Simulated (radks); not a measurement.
Task: Species: neutral chlorine. Configuration: [Ne] 3s1.75 3p5 4p0.25 (fractional occupations, a model configuration). All-electron calculation, Dirac Kohn-Sham, PBEsol, spin-unpolarised, spherical densities, finite nucleus; open shells fill j = l - 1/2 first; Fermi nuclear charge, rms radius 3.3654 fm. Program: a radial shooting solver on a logarithmic mesh with Libxc functionals.

Spin-orbit splittings of the eigenvalues, e(l+1/2) - e(l-1/2), with zeta = 2 splitting/(2l+1) and mean radii in bohr:

| shell | occ. | splitting (eV) | zeta (eV) | <r> j=l-1/2 | <r> j=l+1/2 |
|---|---|---|---|---|---|
| 2p | 6 | ? | ? | 0.4056 | 0.4080 |
| 3p | 5 | 0.1297 | 0.08650 | 1.793 | 1.803 |
| 4p | 0.25 | 0.001121 | 0.0007473 | 12.22 | 12.24 |

Estimate the 2p splitting.

Result: 1.694 eV (zeta = 1.129 eV).
